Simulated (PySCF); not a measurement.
ZrF3, SMILES [F][Zr+]([F])[F], charge +1, multiplicity 1.

Geometry: PBE-D3(BJ)/def2-TZVP. The spin state was assumed, not searched. The isomer is the one that the SMILES or the coordinates give; other isomers of the formula were not compared. The def2 effective core potentials stand for the cores of Zr; spin–orbit coupling is left out.

Calculation: PBE-D3(BJ)/def2-TZVP (PySCF).

Frequencies are harmonic and unscaled.

Modes within 1.5 cm⁻¹ of each other (mostly degenerate sets) share a row, with their intensities summed.

| mode | ν (cm⁻¹) | IR (km/mol) | moving atoms (share of kinetic energy) |
|---|---|---|---|
| 1 | 144 | 39.7 | F 70 %, Zr 30 % |
| 2–3 | 178 | 15.5 | F 90 %, Zr 10 % |
| 4 | 736 | 21.6 | F 92 %, Zr 8 % |
| 5–6 | 739 | 340.1 | F 77 %, Zr 23 % |
